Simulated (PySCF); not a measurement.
Working out the ionisation energy of F²⁺

F²⁺ [He] 2s2 2p3 (4S) → F³⁺ [He] 2s2 2p2 (3P). Calculation: PySCF 2.14, in cc-pVDZ-DK; the spin-free X2C one-electron Hamiltonian (Gaussian nucleus). Frozen: 1s2. Energies in hartree (1 hartree = 27.21139 eV):

```tsv
part	F²⁺ (lower)	F³⁺ (upper)
UHF	-97.660350	-95.373806
CCSD correlation	-0.082112	-0.080582
(T)	-0.000383	-0.000501
```

Question: What does Hartree-Fock give?

Answer: (-95.373806) − (-97.660350) = 2.286544 hartree = 62.220 eV.

Question: What do CCSD and CCSD(T) give?

Answer: The CCSD correlation energies differ by 0.001530 hartree = 0.042 eV and the triples by -0.000118 hartree = -0.003 eV, so CCSD gives 62.262 eV and CCSD(T) 62.259 eV.

Reference: 62.708 eV (semi-empirical (NIST evaluation); NIST Atomic Spectra Database, ionization energies), between the lowest levels; spin-orbit coupling is absent from the calculation.

A double-zeta basis recovers only part of the correlation energy.

What remains against the reference includes basis incompleteness, the frozen core and higher excitations.
